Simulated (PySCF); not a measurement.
Cl4HSi2, SMILES Cl[SiH][Si](Cl)(Cl)Cl, multiplicity 2.

The structure is a stationary point at ωB97X-D3(BJ)/def2-SVP. The isomer is the one that the SMILES or the coordinates give; other isomers of the formula were not compared. Other conformers were not sampled.

Two levels are set side by side: PBE/def2-TZVP (PySCF) and ωB97X/def2-TZVP (PySCF). Same geometry, gas phase. Differences are taken from unrounded values.

```
quantity                     ωB97X    PBE  PBE minus ωB97X
---------------------------  -----  -----  ---------------
α-spin orbital gap (eV)       9.85   3.62            -6.23
β-spin orbital gap (eV)       9.02   3.15            -5.87
dipole moment (D)             1.29   1.07            -0.21
mean polarisability (bohr³)   97.4  104.0              6.6
```

Loosely held outer electrons make PBE densities more polarisable. Differences between two approximate levels are no errors against the true value.

Rough cost on one machine, each run with all the roots and properties that it gave: ωB97X against PBE within a factor of 2.
